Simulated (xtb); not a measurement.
C$_{4}$H$_{10}$Sb (SMILES C[CH2][Sb][CH2]C), doublet, from a rough starting geometry (the spin is typed, not shown lowest); GFN2-xTB in xtb.

xtb was given this input:
```
$ xtb mol.xyz --gfn 2 --uhf 1 --opt vtight --json

# file mol.xyz
15

Sb     1.52216100     0.57816851     0.43428197
C     -0.14178574    -0.33509777     1.56116789
C      0.04055405    -1.91172058     1.68559624
H     -1.07013184    -0.13287404     0.92264205
H     -0.23864321     0.15776366     2.40814143
H      0.91502408    -2.03750067     2.33844052
H      0.14750052    -2.36149155     0.72701433
H     -0.82326333    -2.28086243     2.22227185
C      0.50502739     0.45827633    -1.50136038
C     -0.35257563     1.73694642    -1.64758952
H     -0.04680614    -0.41752093    -1.51862813
H      1.25980733     0.40302921    -2.24799042
H      0.25263523     2.67949906    -1.75445651
H     -1.13234166     1.79103915    -0.98836304
H     -0.84615908     1.68912867    -2.67750596
```

Output, abridged:

```
   ID    Z sym.   atoms
    1   51 Sb     1
    2    6 C      2, 3, 9, 10
    3    1 H      4-8, 11-15

           -------------------------------------------------
          |                Calculation Setup                |
           -------------------------------------------------

           -------------------------------------------------
          |                 G F N 2 - x T B                 |
           -------------------------------------------------

          ...................................................
          :                      SETUP                      :
          :.................................................:
          :  # basis functions                  36          :
          :  # atomic orbitals                  35          :
          :  # shells                           21          :
          :  # electrons                        31          :
          :  max. iterations                   250          :
          :  Hamiltonian                  GFN2-xTB          :
          :  restarted?                      false          :
          :  GBSA solvation                  false          :
          :  PC potential                    false          :
          :  electronic temp.          300.0000000     K    :
          :  accuracy                    1.0000000          :
          :  -> integral cutoff          0.2500000E+02      :
          :  -> integral neglect         0.1000000E-07      :
          :  -> SCF convergence          0.1000000E-05 Eh   :
          :  -> wf. convergence          0.1000000E-03 e    :
          :  Broyden damping             0.4000000          :
          :  net charge                          0          :
          :  unpaired electrons                  1          :
          ...................................................

 iter      E             dE          RMSdq      gap      omega  full diag
   1    -16.0028236 -0.160028E+02  0.353E+00    3.33       0.0  T
   2    -16.0332335 -0.304099E-01  0.330E+00    3.03       1.0  T
   3    -16.0412094 -0.797583E-02  0.178E+00    3.17       1.0  T
   4    -16.0415308 -0.321448E-03  0.398E-01    3.18       1.0  T
   5    -16.0416044 -0.736351E-04  0.244E-01    3.19       1.0  T
   6    -16.0416985 -0.940863E-04  0.649E-02    3.18       1.0  T
   7    -16.0416992 -0.614895E-06  0.659E-02    3.18       1.0  T
   8    -16.0417011 -0.192796E-05  0.227E-02    3.18       1.1  T
   9    -16.0417012 -0.133236E-06  0.135E-02    3.18       1.9  T
  10    -16.0417014 -0.157334E-06  0.291E-03    3.18       8.9  T
  11    -16.0417014 -0.101431E-07  0.477E-04    3.18      54.1  T
  12    -16.0417014 -0.486615E-10  0.173E-04    3.18     149.5  T

   *** convergence criteria satisfied after 12 iterations ***

         :::::::::::::::::::::::::::::::::::::::::::::::::::::
         ::                     SUMMARY                     ::
         :::::::::::::::::::::::::::::::::::::::::::::::::::::
         :: total energy             -15.812730350252 Eh    ::
         :: gradient norm              0.199006206944 Eh/a0 ::
         :: HOMO-LUMO gap              3.178922888853 eV    ::
         ::.................................................::
         :: SCC energy               -16.041685979446 Eh    ::
         :: -> isotropic ES            0.011535549064 Eh    ::
         :: -> anisotropic ES          0.003494211552 Eh    ::
         :: -> anisotropic XC          0.008846197216 Eh    ::
         :: -> dispersion             -0.009368574466 Eh    ::
         :: repulsion energy           0.228955629194 Eh    ::
         :: add. restraining           0.000000000000 Eh    ::
         :: total charge              -0.000000000000 e     ::
         :::::::::::::::::::::::::::::::::::::::::::::::::::::

      -----------------------------------------------------------
     |                   =====================                   |
     |                        A N C O P T                        |
[...]
 * total energy  :   -15.8384331 Eh     change       -0.5560591E-06 Eh
 * total energy  :   -15.8384337 Eh     change       -0.5806090E-06 Eh
 * total energy  :   -15.8384342 Eh     change       -0.5052435E-06 Eh
 * total energy  :   -15.8384345 Eh     change       -0.3345432E-06 Eh
 * total energy  :   -15.8384348 Eh     change       -0.2746913E-06 Eh
 * total energy  :   -15.8384351 Eh     change       -0.2426780E-06 Eh
 * total energy  :   -15.8384353 Eh     change       -0.2090665E-06 Eh
 * total energy  :   -15.8384354 Eh     change       -0.1740999E-06 Eh
 * total energy  :   -15.8384356 Eh     change       -0.1675779E-06 Eh
 * total energy  :   -15.8384358 Eh     change       -0.1922657E-06 Eh
 * total energy  :   -15.8384359 Eh     change       -0.1382857E-06 Eh
 * total energy  :   -15.8384360 Eh     change       -0.5648472E-07 Eh
   *** GEOMETRY OPTIMIZATION CONVERGED AFTER 55 ITERATIONS ***
         :: total energy             -15.838435997172 Eh    ::
[...]
        24                          0.1633333               4.4445
        25                          0.1720845               4.6827
        26                          0.1722776               4.6879
        27                          0.1910163               5.1978
       ...                                ...                  ...
        35                          0.5053023              13.7500
      -------------------------------------------------------------
                  HL-Gap            0.1125254 Eh            3.0620 eV
             Fermi-level           -0.2866372 Eh           -7.7998 eV

     #   Z          covCN         q      C6AA      α(0)
     1  51 Sb       1.843     0.199   405.643    39.441
     2   6 C        3.707    -0.117    22.894     6.840
     3   6 C        3.789    -0.091    22.251     6.718
     4   1 H        0.925     0.021     2.715     2.577
     5   1 H        0.925     0.011     2.873     2.651
     6   1 H        0.925     0.023     2.690     2.565
     7   1 H        0.925     0.026     2.643     2.542
     8   1 H        0.924     0.027     2.624     2.533
     9   6 C        3.707    -0.117    22.894     6.840
    10   6 C        3.789    -0.091    22.251     6.718
    11   1 H        0.925     0.021     2.715     2.577
    12   1 H        0.925     0.011     2.873     2.651
    13   1 H        0.925     0.023     2.690     2.565
    14   1 H        0.925     0.026     2.642     2.542
    15   1 H        0.924     0.027     2.624     2.533

 Mol. C6AA /au·bohr⁶  :       3045.738087
 Mol. C8AA /au·bohr⁸  :     133299.310520
 Mol. α(0) /au        :         92.291799

Wiberg/Mayer (AO) data.
largest (>0.10) Wiberg bond orders for each atom

 ---------------------------------------------------------------------------
     #   Z sym  total        # sym  WBO       # sym  WBO       # sym  WBO
 ---------------------------------------------------------------------------
     1  51 Sb   1.974 --     9 C    0.955     2 C    0.955
     2   6 C    3.978 --     3 C    1.037     5 H    0.987     4 H    0.978
                             1 Sb   0.955
     3   6 C    3.998 --     2 C    1.037     6 H    0.990     7 H    0.987
                             8 H    0.979
     4   1 H    1.000 --     2 C    0.978
     5   1 H    1.000 --     2 C    0.987
     6   1 H    0.999 --     3 C    0.990
     7   1 H    0.999 --     3 C    0.987
     8   1 H    0.999 --     3 C    0.979
     9   6 C    3.978 --    10 C    1.037    12 H    0.987    11 H    0.978
                             1 Sb   0.955
    10   6 C    3.998 --     9 C    1.037    13 H    0.990    14 H    0.987
                            15 H    0.979
    11   1 H    1.000 --     9 C    0.978
    12   1 H    1.000 --     9 C    0.987
    13   1 H    0.999 --    10 C    0.990
    14   1 H    0.999 --    10 C    0.987
    15   1 H    0.999 --    10 C    0.979
 ---------------------------------------------------------------------------

Topologies differ in total number of bonds
Writing topology from bond orders to xtbtopo.mol

molecular dipole:
                 x           y           z       tot (Debye)
 q only:        0.469       0.148       0.116
   full:       -0.142      -0.045      -0.035       0.388
molecular quadrupole (traceless):
                xx          xy          yy          xz          yz          zz
 q only:        2.603       0.786      -0.157       1.057       1.008      -2.446
  q+dip:       -0.589      -0.347       0.144      -0.371       0.207       0.445
   full:       -1.210      -0.521       0.356      -0.500      -0.263       0.854

optimized geometry written to: xtbopt.xyz

           -------------------------------------------------
          | TOTAL ENERGY              -15.838435997172 Eh   |
          | GRADIENT NORM               0.000055127821 Eh/α |
          | HOMO-LUMO GAP               3.061970820981 eV   |
           -------------------------------------------------

normal termination of xtb
```
